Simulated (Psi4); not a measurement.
C5H4N, charge -1, singlet, at a GFN2-xTB geometry (a gas-phase anion, which may not be bound at this level). Base run: HF/6-31G (Psi4).

Here is a job for Psi4.
```
memory 2 GB

molecule mol {
-1 1
N    -0.015975   -0.029622    1.383735
C     0.015575   -0.065828   -1.369900
C    -0.005210    1.105433    0.696126
C    -0.010546   -1.156626    0.663825
C     0.005112   -1.333806   -0.737724
C     0.010777    1.143034   -0.686948
H     0.028303   -0.025086   -2.468523
H    -0.009722    2.025247    1.290711
H    -0.020172   -2.051509    1.305072
H     0.019166    2.105456   -1.205679
}

set {
  basis 6-31g
  reference rhf
  stability_analysis check
  scf_type pk
}

energy('scf')
print_variables()
```

The bond that is stretched is that between atoms 7 and 2. A test that says stable can miss a lower solution.

Each row names what was changed in the base input (with any setting that the change needs).

```
change                                                     ΔE vs base (eV)  <S^2>
---------------------------------------------------------  ---------------  -----
base                                                                  0.00  0.000
stability_analysis = follow; reference = uhf                          0.00  0.000
bond × 1.25                                                           0.88  0.000
stability_analysis = follow; reference = uhf; bond × 1.25             0.88  0.000
bond × 1.5                                                            2.18  0.000
stability_analysis = follow; reference = uhf; bond × 1.5              2.13  0.428
bond × 1.8                                                            3.56  0.000
stability_analysis = follow; reference = uhf; bond × 1.8              3.03  1.022
bond × 2.2                                                            4.92  0.000
stability_analysis = follow; reference = uhf; bond × 2.2              3.42  1.321
bond × 3.0                                                            6.45  0.000
stability_analysis = follow; reference = uhf; bond × 3.0              3.56  1.438
```

Psi4 reported an instability in these rows: stability_analysis = follow; reference = uhf; bond × 1.5; stability_analysis = follow; reference = uhf; bond × 1.8; stability_analysis = follow; reference = uhf; bond × 2.2; stability_analysis = follow; reference = uhf; bond × 3.0 (restricted rows aren't judged here).

A gas-phase anion may not be bound at this level; its values then depend on the basis.

Where a bond breaks into two radicals, a solution with restricted orbitals usually stops being the lowest and lies too high; an unrestricted one lies lower at the price of spin contamination, which <S^2> shows.
